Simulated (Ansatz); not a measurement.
def2 core potentials replace the inner electrons of Sn.

Z-matrix (Å, degrees):
```
C
C 1 1.4016
C 2 1.3931 1 120.80
H 3 1.0927 2 119.58 1 -179.82
H 2 1.0934 3 119.85 4 0.61
C 3 1.3940 4 120.08 2 179.92
H 6 1.0923 3 120.31 4 0.07
C 6 1.3947 7 120.26 3 -179.99
H 8 1.0928 6 120.10 7 0.15
C 8 1.3929 9 119.65 6 -179.89
H 10 1.0939 8 119.71 9 -0.41
C 1 1.4956 2 120.99 5 2.31
H 12 1.0982 1 112.85 2 -22.37
H 12 1.0989 13 109.18 1 126.39
Sn 12 2.1488 13 107.25 14 115.88
O 15 1.9762 12 106.34 13 32.45
H 16 0.9646 15 111.95 12 -179.90
O 15 1.9778 16 108.71 17 -51.75
H 18 0.9660 15 109.29 16 119.33
O 15 1.9821 16 111.07 17 59.11
H 20 0.9658 15 110.87 16 84.14
```
Charge 0, multiplicity 1.

Q: Estimate the dipole moment, HOMO and total energy that Ansatz (a quantum-chemistry and plane-wave program) with CAM-B3LYP-D3(BJ)/def2-TZVP // PBE0-D3(BJ)/def2-SVP returns for this input.

A: 
| Property | Result |
|---|---|
| dipole moment | 0.502 e·Å |
| HOMO | -8.25 eV |
| total energy | -712.7785 Ha |
